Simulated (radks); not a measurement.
Question: Successive ionisation energies (eV) of one element, from differences of total energies of ions in their ground configurations, starting at charge 27: 935.43, 990.33, 1046.4, 1103.5, 1169.6, 1229.3, 1290.1, 1352.0, 1415.0, 1479.0. All-electron calculation, Dirac Kohn-Sham, BLYP, spin-unpolarised, spherical densities, finite nucleus; open shells fill j = l - 1/2 first; Fermi nuclear charge, rms radius 5.5211 fm. Program: a radial shooting solver on a logarithmic mesh with Libxc functionals. Which element is it?

Answer: Bismuth (Z = 83). The first species listed is Bi27+ in [Kr] 4d10 4f10, the last Bi36+ in [Kr] 4d10 4f1.
